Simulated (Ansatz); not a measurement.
PBE exchange is replaced step by step with exact exchange (0 % is PBE, 25 % PBE0; no dispersion term), basis def2-SVP, Ansatz. System: Al₃P₂⁺. The state is a singlet with charge 1. Geometry: PBE-D4/def2-SVP, each spin state at its own.

The relaxed triplet has other bonds than the singlet, so its gap is one between isomers. The relaxed quintet has other bonds than the singlet, so its gap is one between isomers.

Geometry of the singlet:

```xyz
5

Al    1.741    1.269    1.439
Al   -2.802   -0.387    0.171
Al    1.845   -0.407   -0.769
P    -0.420   -1.228   -0.771
P    -0.364    0.753   -0.069
```

The structure comes from a short search, and lower isomers may exist.

| exact exchange (%) | HOMO (eV) | LUMO (eV) | gap (eV) | triplet − singlet (kJ/mol) | quintet − singlet (kJ/mol) |
| --- | --- | --- | --- | --- | --- |
| 10 | -9.75 | -8.29 | 1.46 | 24.8 | 171.0 |
| 15 | -9.90 | -8.16 | 1.74 | 23.2 | 168.8 |
| 40 | -10.64 | -7.50 | 3.15 | 14.9 | 155.2 |
